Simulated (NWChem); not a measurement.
A series in which one site is exchanged, each optimised at PBE0/def2-SVP with NWChem, gas phase unless a solvent is named. All stand in one matching conformer (torsions within 35°), which need not be the lowest. For some, no frequency run checked for a minimum. def2 effective core potentials on Te; no spin-orbit coupling.

A: O[Te][GeH3] (GeH$_{4}$TeO; site = Te)
B: [GeH3][Mg][OH] (MgGeH4O; site = Mg)
C: [OH][Zn][GeH3] (ZnGeH$_{4}$O; site = Zn)
D: [Be]([OH])[GeH3] (BeGeH₄O; site = Be)

```csv
quantity,A,B,C,D
"dipole (D), PBE0/def2-SVP",?,1.27,1.46,2.52
"orbital gap (eV), PBE0/def2-SVP",?,6.36,7.25,7.78
"lowest singlet excitation, PBE/def2-SVPD, TDA (eV)",?,4.81,5.11,6.05
```

### Question
Fill in the missing entries.

### Answer

- dipole (D), PBE0/def2-SVP, A: 1.74
- orbital gap (eV), PBE0/def2-SVP, A: 4.52
- lowest singlet excitation, PBE/def2-SVPD, TDA (eV), A: 2.77
